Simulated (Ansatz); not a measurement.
AlBr2HS (`[SH][Al]([Br])[Br]`). Charge 0, multiplicity 1.

| atom | x (Å) | y (Å) | z (Å) |
| --- | --- | --- | --- |
| S1 | -0.208 | 1.713 | -0.294 |
| Al2 | 0.213 | -0.404 | -0.209 |
| Br3 | 1.394 | -1.330 | -1.864 |
| Br4 | -0.513 | -1.657 | 1.499 |
| H5 | -0.886 | 1.677 | 0.868 |

**Question.** List the harmonic frequencies (cm⁻¹, unscaled) at PBE0-D4/def2-TZVP in Ansatz. (Best estimate.)

**Answer.** Computed: 96, 104, 174, 268, 271, 490, 563, 679, 2705.

**Question.** Is this a minimum?

**Answer.** Yes, all 9 modes are real.

**Question.** Give the ideal-gas thermochemistry at 298.15 K and 1 bar (rigid rotor, harmonic oscillator; point group Cs, symmetry number 1).

**Answer.** Zero-point energy 32.0 kJ/mol; H(298) − E = 51.2 kJ/mol; entropy 362.0 J/(mol·K), of which translation 176.1, rotation 127.2, vibration 58.7; G(298) − E = -56.7 kJ/mol. Modes under 100 cm⁻¹ are hindered rotations or soft bends, so the harmonic entropy is rough.

**Question.** And at 400, 500, 600, 800 and 1000 K?

**Answer.** 
```json
{"T (K)": "400", "H − E (kJ/mol)": "60.2", "S (J/mol/K)": "387.9", "G − E (kJ/mol)": "-95.0"}
{"T (K)": "500", "H − E (kJ/mol)": "69.4", "S (J/mol/K)": "408.5", "G − E (kJ/mol)": "-134.8"}
{"T (K)": "600", "H − E (kJ/mol)": "78.9", "S (J/mol/K)": "425.8", "G − E (kJ/mol)": "-176.6"}
{"T (K)": "800", "H − E (kJ/mol)": "98.4", "S (J/mol/K)": "453.8", "G − E (kJ/mol)": "-264.7"}
{"T (K)": "1000", "H − E (kJ/mol)": "118.3", "S (J/mol/K)": "476.1", "G − E (kJ/mol)": "-357.7"}
```

**Question.** Rotational constants (cm⁻¹)?

**Answer.** 0.05597, 0.02795, 0.01864.
